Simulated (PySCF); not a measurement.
**Adding and removing an electron: GeO**

RHF-CCSD; Ge pcseg-1, O pcseg-1; no relativity (PySCF 2.14). Neutral (RHF): singlet (closed shell), Re = 1.650 Å, ωe = 984 cm⁻¹, De = 5.72 eV.

GeO⁺ (UHF): doublet (π ↑), Re = 1.817 Å, ωe = 707 cm⁻¹, De = 2.96 eV to Ge⁺ + O. The energies at the minima are -2150.20545 hartree for GeO and -2149.81795 for GeO⁺.

Work out the adiabatic ionisation energy, without and with harmonic zero-point energies (1 hartree = 27.2114 eV, 1 eV = 8065.5 cm⁻¹), and the change of the bond length.

At CCSD: 0.38750 hartree = 10.544 eV between the minima; the zero-point term (707.0 − 984.0)/2 cm⁻¹ = -0.017 eV makes it 10.527 eV. Re changes by +16.7 pm against the neutral. The electron leaves a π orbital, and the longer bond of the ion fits a bonding orbital, or a change in how ionic the bond is.

Correlated steps freeze 10 core orbitals. Correlated levels converge slowly with the basis: in double zeta they bind strong bonds too weakly, by up to about 1 eV, and carry superposition errors of some tenths. Spin–orbit coupling is left out. For an ion De counts to the pair picked by the measured ionisation energies or electron affinities, which need not be the lowest pair at this level. Where the molecule has an RHF reference, its open-shell atoms are computed with UHF. The CCSD T1 diagnostic is raised in GeO, a sign that a single reference may not be enough there. States were picked by a PBE0 search and need not be the measured ground states.

Neutral and ion stand on different kinds of reference determinant, which adds to the error of the difference.
